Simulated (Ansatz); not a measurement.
The cluster TaSe2: single points at one geometry.

```yaml
crystal:
  periodic: [false, false, false]
  atoms:
    - {symbol: Ta, position_ang: [-1.060043, -0.923850, 0.396921]}
    - {symbol: Se, position_ang: [1.340279, -0.287933, 0.223076]}
    - {symbol: Se, position_ang: [-0.280235, 1.211782, -0.619997]}
basis:
  gaussian: {orbitals: def2-TZVP, initial_orbitals: start.molden}
magnetization: {spin_polarized: true, initial_magnetization: 3}
hamiltonian: {xc: {name: BHLYP}, dispersion: d4}
scf: {omitted_lower_state_checks: [starts]}
output: {orbitals: {seedname: orbitals}}
```

The file start.molden holds the orbitals of an earlier run on this structure, at another level or in another basis.

```sh
$ ansatz run in.yaml --threads 4 --pin off --events-out ev --progress --plain --max-ram 3916MiB
```

Output, abridged:

```
Functional definition: BHLYP
1032 factors; integrals over basis functions are off by at most 8.3e-4 eV
mean field evaluation 1: about -132245.2866 eV, gradient 7.8e0 eV
mean field evaluation 2: about -132245.4028 eV, gradient 2.7e-1 eV
mean field evaluation 4: about -132245.6196 eV, gradient 3.4e-2 eV
mean field evaluation 8: about -132245.6196 eV, gradient 1.7e-5 eV
mean field -132245.61958687 eV, -4859.9368805170 hartree, gradient 1.9e-5 eV, S^2 3.777398; 0 other end points of the search recorded, 0 dependent functions left out
reference -132245.61972023 eV, -4859.9368854179 hartree; 42, 39 occupied and 94, 97 virtual orbitals, 1032 factors
Total energy: -132245.89968435 eV, -4859.9471739096 hartree
Checks for a lower state left out: starts
```

Run time 9 s (4 threads of Arm Neoverse V1 on a shared host).

First input, but with `hamiltonian: {xc: {text: "exchange = 0.50*pbe_x + 0.50*exact_x\ncorrelation = pbe_c"}}` (abridged; 9 s):

```
Functional definition: unnamed
mean field -132237.21972551 eV, -4859.6281913057 hartree, gradient 2.0e-5 eV, S^2 3.811338
Total energy: -132237.21974304 eV, -4859.6281919500 hartree
Checks for a lower state left out: starts
```

The first input with `hamiltonian: {xc: {name: B2PLYP}}` and without the key `output` (abridged; 11 s):

```
Functional definition: B2PLYP
mean field -132218.26608839 eV, -4858.9316579888 hartree, gradient 3.0e-6 eV, S^2 3.792820
18 core orbitals not correlated: weight in the atoms' cores, before any rotation towards them, 1.000 or more for the frozen orbitals, at most 0.000 for the correlated occupied ones
second order -26.75088200 eV of doubles, -0.00000000 eV of singles
Total energy: -132225.48895112 eV, -4859.1970932981 hartree
Checks for a lower state left out: starts
```

First input, but with `hamiltonian: {xc: {text: "exchange = 0.90*pbe_x + 0.10*exact_x\ncorrelation = pbe_c"}}` (abridged; 6.5 s):

```
Functional definition: unnamed
mean field -132232.35529564 eV, -4859.4494268051 hartree, gradient 5.4e-6 eV, S^2 3.836771
Total energy: -132232.35532737 eV, -4859.4494279713 hartree
Checks for a lower state left out: starts
```

First input, but with `hamiltonian: {xc: r2scan, dispersion: d4}` (abridged; 12 s):

```
Functional definition: r2SCAN
mean field -132250.14537256 eV, -4860.1032000735 hartree, gradient 2.4e-5 eV, S^2 3.857731
Total energy: -132250.16816494 eV, -4860.1040376780 hartree
Checks for a lower state left out: starts
```

As the first input, with `correlation: {method: ccsd_t}`, `scf: {omitted_lower_state_checks: [starts, cluster_reference]}` and without the key `hamiltonian` (abridged; 58 s):

```
Functional definition: HF
mean field -132140.74740763 eV, -4856.0828990148 hartree, gradient 2.2e-6 eV, S^2 3.810754
18 core orbitals not correlated: weight in the atoms' cores, before any rotation towards them, 1.000 or more for the frozen orbitals, at most 0.000 for the correlated occupied ones
second order -21.63804048 eV of doubles, -0.00000000 eV of singles
cycle   1  -20.69665314 eV  change    9.4e-1 eV  update   1.7e-1
cycle   2  -21.32130192 eV  change   -6.2e-1 eV  update   7.1e-2
cycle   3  -21.53291223 eV  change   -2.1e-1 eV  update   4.6e-2
cycle   4  -21.52626705 eV  change    6.6e-3 eV  update   2.2e-2
cycle   5  -21.51756453 eV  change    8.7e-3 eV  update   1.1e-2
cycle   6  -21.52321308 eV  change   -5.6e-3 eV  update   4.8e-3
cycle   7  -21.52468420 eV  change   -1.5e-3 eV  update   2.9e-3
cycle   8  -21.52476213 eV  change   -7.8e-5 eV  update   1.4e-3
cycle   9  -21.52524659 eV  change   -4.8e-4 eV  update   9.5e-4
cycle  10  -21.52455798 eV  change    6.9e-4 eV  update   7.2e-4
cycle  11  -21.52461830 eV  change   -6.0e-5 eV  update   5.5e-4
cycle  12  -21.52508886 eV  change   -4.7e-4 eV  update   3.8e-4
cycle  13  -21.52511078 eV  change   -2.2e-5 eV  update   2.5e-4
cycle  14  -21.52502039 eV  change    9.0e-5 eV  update   1.7e-4
cycle  15  -21.52486470 eV  change    1.6e-4 eV  update   9.8e-5
cycle  16  -21.52487031 eV  change   -5.6e-6 eV  update   5.7e-5
cycle  17  -21.52493411 eV  change   -6.4e-5 eV  update   2.3e-5
cycle  18  -21.52495038 eV  change   -1.6e-5 eV  update   1.4e-5
perturbative correction -1.04469507 eV, -0.0383918357 hartree
Total energy: -132163.31705308 eV, -4856.9123181867 hartree
Checks for a lower state left out: starts, cluster_reference
```

The first input with `hamiltonian: {xc: {name: wB97M-V}}` (abridged; 32 s):

```
Functional definition: wB97M-V
mean field -132239.84914640 eV, -4859.7248207412 hartree, gradient 1.3e-5 eV, S^2 3.790640
Total energy: -132239.84918368 eV, -4859.7248221109 hartree
Checks for a lower state left out: starts
```

Geometry: PBE-D4/def2-TZVP.

In the def2 sets Ta takes a core potential; there is no spin–orbit coupling. Correlated methods freeze 18 core orbitals; core or outer-core shells of Ta, Se are correlated, in sets that lack core-valence functions. The structure comes from a short search, and lower isomers may exist.
